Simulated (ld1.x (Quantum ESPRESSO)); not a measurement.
Which setting gave this result? (Ag (Z = 47), TM semilocal)

Base potential:

ld1.x (Quantum ESPRESSO) 7.5 input, shortened:

```
&input
   title='Ag', zed=47., rel=1, dft='BP', iswitch=3,
   config='[Kr] 4d10 5s1 5p0'
 /
 &inputp
   pseudotype=1, tm=.true., lloc=0,
   nlcc=.false.
 /
3
4P  2  1   6.00   0.00  1.25  1.25  0.0
4D  3  2  10.00   0.00  2.00  2.00  0.0
4S  1  0   2.00   0.00  1.30  1.30  0.0
 &test
   configts(1)='4s2 4p6 4d10 5s1 5p0'
 /
```

Occupied shells without a wave of their own: 5s. They enter only through the test configuration that unscreens the potential.

Cutoffs, loose and tight: the cutoffs (Ry, on a coarse ladder) from which the occupation-weighted sum of valence levels, in a spherical-Bessel basis at the reference potential, stays within 10 and 1 mRy of its value at 400 Ry. They do not see the model core or the augmentation charge, which bear on the density cutoff. Test errors are all-electron minus pseudo excitation energies from the reference, over the configurations 4s2 4p6 4d10 5s0 5p0; 4s2 4p6 4d9 5s0 5p0; 4s2 4p6 4d8 5s0 5p0; 4s2 4p6 4d9 5s1 5p0; 4s2 4p6 4d7 5s0 5p0; 4s2 4p6 4d9 5s2 5p0; 4s1 4p6 4d10 5s1 5p0; variants that change the core or the reference have their own tests.

Only the scale of all radii (base = 1) is moved (1 further runs of the sweep failed or gave no value and are left out):

```csv
scale of all radii (base = 1),"cutoff, loose","cutoff, tight",bound ghosts,largest test error (meV)
0.76,160 Ry,260 Ry,none,-332
0.86,160 Ry,230 Ry,none,-882
1.13,80 Ry,120 Ry,none,-5065
1.22,60 Ry,90 Ry,none,-8440
```

Task: One more run gave cutoff, loose: 90 Ry; cutoff, tight: 140 Ry; bound ghosts: none; largest test error (meV): -3161. Which value of the scale of all radii (base = 1) was used?

Result: 1.04. The tight cutoff moves one way along this sweep, from 260 Ry at 0.76 to 90 Ry at 1.22, which places the run between 0.86 and 1.13.
